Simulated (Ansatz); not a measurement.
Basis-set extrapolation for BClFH₃OSi, SMILES `O[SiH2]B(F)Cl` (PBE0-D4/def2-TZVP geometry, frozen core, Ansatz). Multiplicity 1, RHF reference.

```json
{"": "HF", "def2-TZVPP": "-949.418499", "def2-QZVPP": "-949.449500"}
{"": "MP2 correlation", "def2-TZVPP": "-0.890363", "def2-QZVPP": "-0.969851"}
{"": "CCSD(T) correlation", "def2-TZVPP": "-0.962614", "def2-QZVPP": "not run"}
```

Energies in hartree. Use E(X) = E(∞) + A·exp(−7.88·√X) for Hartree–Fock and E(X) = E(∞) + B·X^(−2.97) for correlation, with X = 3 and 4, and add CCSD(T) minus MP2 of the smaller set to the MP2 limit.

Problem. What is the CCSD(T) energy at the basis-set limit?

Solution. HF limit: -949.449500 + (-0.031001) × 0.13774 = -949.45377. MP2 limit: -0.969851 + (-0.079488) × 0.74074 = -1.02873. Higher-order term: -0.962614 − (-0.890363) = -0.07225. Total: -950.55475 hartree, 455.9 kJ/mol below CCSD(T)/def2-TZVPP.
